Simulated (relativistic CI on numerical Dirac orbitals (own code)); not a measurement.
# Pd3+: L2,3 absorption edge

Computed with this model: Dirac-Coulomb-Breit CI, orbitals from a KLI potential per configuration, model QED (radiative potential, 1s self-energy scaled to tabulated hydrogen-like ionisation energies), valence Slater integrals scaled by 0.9, multiplet model of core-to-valence dipole absorption; configurations [Kr] 4d7 → [He] 2s2 2p5 3s2 3p6 3d10 4s2 4p6 4d8; 300 K; Lorentzian 1.6 eV and Gaussian 0.5 eV FWHM. Energies are those of the free ion, without screening or charge transfer. The branching ratio is the share of the lower-energy edge in the whole absorption, uncertain by about 0.02 where the edges overlap. S is read from ⟨S²⟩ = S(S + 1).

Field parameters in Wybourne normalisation: Oh B⁴₀ = 21Dq, B⁴₄ = √(5/14) B⁴₀. The field is a parameter set, without covalency.

Computed curve for Oh, 10Dq = 28550 cm⁻¹, scaled to 100 at the maximum (points under 2 are left out and the grid is thinned):

Energy (eV), Intensity and a bar:
```
  3170.75        2.0 
  3171.25        2.3 
  3171.50        2.5 
  3172.00        3.0 
  3172.50        3.5 
  3173.00        4.3 #
  3173.25        4.8 #
  3173.75        6.0 #
  3174.25        7.8 ##
  3174.50        9.0 ##
  3175.00       12.5 ###
  3175.50       18.6 #####
  3176.00       30.0 #########
  3176.25       39.1 ############
  3176.75       63.9 ###################
  3177.25       79.5 ########################
  3177.50       79.2 ########################
  3178.00       81.6 #########################
  3178.50       97.7 ##############################
  3179.00       93.1 #############################
  3179.25       80.5 #########################
  3179.75       59.2 ##################
  3180.25       46.9 ##############
  3180.50       40.5 ############
  3181.00       27.9 ########
  3181.50       18.5 #####
  3182.00       12.9 ###
  3182.25       11.1 ###
  3182.75        8.5 ##
  3183.25        6.6 #
  3183.50        5.8 #
  3184.00        4.5 #
  3184.50        3.6 #
  3184.75        3.3 
  3185.25        2.8 
  3185.75        2.3 
  3186.25        2.0 
  3331.25        2.2 
  3331.75        3.0 
  3332.25        4.2 #
  3332.50        5.1 #
  3333.00        8.1 ##
  3333.50       13.7 ####
  3334.00       21.8 ######
  3334.25       24.4 #######
  3334.75       23.2 #######
  3335.25       21.9 ######
  3335.50       23.7 #######
  3336.00       28.2 ########
  3336.50       24.7 #######
  3337.00       19.1 #####
  3337.25       17.7 #####
  3337.75       15.0 ####
  3338.25       10.6 ###
  3338.50        8.5 ##
  3339.00        5.6 #
  3339.50        4.0 #
  3340.00        3.0 
  3340.25        2.6 
  3340.75        2.0
```

The ground state has S = 0.55, and the centroid lies at 3216.24 eV.
